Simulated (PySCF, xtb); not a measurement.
ClGe, SMILES [Cl][Ge] (connectivity only; charge and spin as stated), charge +1, multiplicity 1.

Harmonic wavenumbers (cm⁻¹) from GFN2-xTB (xtb) at its own minimum, in rising order: 472.

Q: What does PBE-D3(BJ)/def2-TZVP run with PySCF 2.14.0 give at its own minimum? (An estimate is asked for; the answer gives what the named calculation found.)

A: 486. Paired by order, the mean absolute difference is 15 cm⁻¹ and the zero-point energies are 0.7 and 0.7 kcal/mol.
